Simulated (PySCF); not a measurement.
Compound: MePhSiClSBu, C11H17ClSSi.
Numbering: `[CH3:1][CH2:2][CH2:3][CH2:4][S:5][Si@@:6]([CH3:7])([Cl:8])[c:9]1[cH:10][cH:11][cH:12][cH:13][cH:14]1` (hydrogens: H15, H16, H17 on C1; H18, H19 on C2; H20, H21 on C3; H22, H23 on C4; H24, H25, H26 on C7; H27 on C10; H28 on C11; H29 on C12; H30 on C13; H31 on C14)

The closed-shell ground state was solved at several levels (PySCF, density fitting, gas phase, non-relativistic). One conformer (not necessarily the lowest) at the PBE0-D3(BJ)/def2-SVP geometry, without solvent, vibrations or thermal averaging.

```
              level  basis functions  total energy (Eh)  HOMO (eV)  LUMO (eV)  gap (eV)  dipole (D)
CAM-B3LYP/def2-SVPD              434         -1576.5355      -8.21       0.11      8.32        1.90
      PBE0/pcSseg-1              344         -1576.3716      -6.97      -0.95      6.02        2.05
```

(1) What might wB97X-D/pcSseg-1 (344 basis functions) give for the same quantities?

(2) Over all these levels, which gives the widest orbital gap and which the narrowest?

(3) How far do the dipole and the HOMO energy spread over the levels?

Answers

(1) Total energy -1577.1490 Eh, HOMO -8.82 eV, LUMO 0.74 eV, gap 9.56 eV, dipole 2.10 D.

(2) wB97X-D/pcSseg-1 (range-separated hybrid) has the widest, 9.56 eV, and PBE0/pcSseg-1 (global hybrid, 25 % exact exchange) the narrowest, 6.02 eV. The two share the basis. From the narrowest to the widest the HOMO moves by -1.85 eV and the LUMO by +1.69 eV.

(3) The dipole runs from 1.90 to 2.10 D (mean 2.02 D) and the HOMO from -8.82 to -6.97 eV.

The pairwise dispersion term of wB97X-D wasn't added to the energies; at a given geometry it leaves orbitals and properties as they are.
